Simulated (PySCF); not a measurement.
# Ru: excitation energy

Ru [Kr] 4d7 5s1 (5F) → Ru [Kr] 4d6 5s1 6s1 (7D), as a difference of total energies. Computed with PySCF 2.14 in aug-cc-pwCVDZ-PP with ECP28MDF, with a scalar-relativistic core potential. Correlated levels: valence: 4s2 4p6 frozen. The calculations carry no spin-orbit coupling.

```
           method  excitation energy (cm⁻¹)
              UHF                     34891
    MP2 (valence)                     45502
SCS-MP2 (valence)                     47763
   CCSD (valence)                     44508
CCSD(T) (valence)                     45249
```

The promoted electron is Rydberg-like, and one or two diffuse shells describe it only roughly, which tends to raise the upper state.
